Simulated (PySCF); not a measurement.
C2H5Si, SMILES [CH2][Si]C (connectivity only; charge and spin as stated), neutral, multiplicity 2. Atoms are numbered in the order given.

```xyz
8

C     -0.3919     1.5673     0.0000
Si     0.5018     0.1218     0.0000
C     -0.3047    -1.5786     0.0000
H      0.0606     2.5511     0.0000
H     -1.4793     1.5432     0.0000
H     -1.3888    -1.4328     0.0000
H     -0.0192    -2.1492    -0.8855
H     -0.0192    -2.1492     0.8855
```
Charge 0, spin multiplicity 2.

Coordinates come from a ωB97X-D3(BJ)/def2-TZVP optimisation. The isomer is the one that the SMILES or the coordinates give; other isomers of the formula were not compared.

Two levels are set side by side: PBE/pcH-1 (PySCF) and B3LYP/pcH-1 (PySCF). Contact hyperfine couplings, same geometry. Differences are taken from unrounded values.

```csv
quantity,PBE
"A(iso) of 13C, atom C1 (MHz)",72.4
"A(iso) of 29Si, atom Si2 (MHz)",-543.4
"A(iso) of 13C, atom C3 (MHz)",75.1
"A(iso) of 1H, atom H4 (MHz)",3.1
"A(iso) of 1H, atom H5 (MHz)",79.6
"A(iso) of 1H, atom H6 (MHz)",48.8
"A(iso) of 1H, atom H7 (MHz)",-3.1
"A(iso) of 1H, atom H8 (MHz)",-3.1
```

Question: These are the PBE values. What does B3LYP give? (The exact figures need the calculation; the answer reports its results.)

Answer: 
```
quantity                         B3LYP  PBE minus B3LYP
------------------------------  ------  ---------------
A(iso) of 13C, atom C1 (MHz)      80.0             -7.6
A(iso) of 29Si, atom Si2 (MHz)  -596.2             52.8
A(iso) of 13C, atom C3 (MHz)      85.8            -10.7
A(iso) of 1H, atom H4 (MHz)        2.2              0.9
A(iso) of 1H, atom H5 (MHz)       80.0             -0.4
A(iso) of 1H, atom H6 (MHz)       49.5             -0.8
A(iso) of 1H, atom H7 (MHz)       -3.8              0.7
A(iso) of 1H, atom H8 (MHz)       -3.8              0.7
```

Rough cost on one machine, each run with all the roots and properties that it gave: B3LYP against PBE within a factor of 2.
